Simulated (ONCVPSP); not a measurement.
## u(r) = r·R(r): atom against pseudo-atom (Ge (Z = 32))

Columns: radius, all-electron u(r) and pseudo u(r) of the 4s shell (level -11.73 eV) of germanium in the configuration [Ar] 3d10 4s2 4p2; PBE, scalar-relativistic, ONCV scheme, ONCVPSP 4.0.1.

| r (bohr) | all-electron | pseudo |
| --- | --- | --- |
| 0.115 | 0.1897 | 0.0153 |
| 0.230 | 0.0552 | 0.0358 |
| 0.345 | -0.2378 | 0.0655 |
| 0.460 | -0.3470 | 0.1062 |
| 0.575 | -0.2821 | 0.1579 |
| 0.690 | -0.1252 | 0.2196 |
| 0.805 | 0.0605 | 0.2901 |
| 0.920 | 0.2389 | 0.3681 |
| 1.035 | 0.3934 | 0.4512 |
| 1.150 | 0.5181 | 0.5350 |
| 1.265 | 0.6129 | 0.6132 |
| 1.380 | 0.6805 | 0.6783 |
| 1.495 | 0.7248 | 0.7242 |
| 1.610 | 0.7494 | 0.7494 |
| 1.725 | 0.7582 | 0.7581 |
| 1.840 | 0.7541 | 0.7541 |
| 1.955 | 0.7401 | 0.7401 |
| 2.070 | 0.7184 | 0.7184 |
| 2.185 | 0.6912 | 0.6911 |
| 2.300 | 0.6599 | 0.6599 |
| 2.415 | 0.6261 | 0.6261 |
| 2.530 | 0.5907 | 0.5907 |
| 2.645 | 0.5548 | 0.5548 |
| 2.760 | 0.5189 | 0.5189 |
| 2.875 | 0.4837 | 0.4837 |
| 2.990 | 0.4494 | 0.4494 |

**Question.** How many radial nodes do the two functions have?

**Answer.** The all-electron 4s function has n − l − 1 = 3 (the table is too coarse to show those close to the nucleus); the pseudo-wave has 0, since the states of the same l below it are removed with the core.

**Question.** At about which radius was the pseudo-wave matched?

**Answer.** 1.60 bohr, where the columns begin to agree (steps of 0.12 bohr).

**Question.** Is the pseudo-wave norm-conserving?

**Answer.** Yes: the ONCV scheme keeps the norm inside the radius equal to the all-electron one, which fixes the energy derivative of the logarithmic derivative at the level.
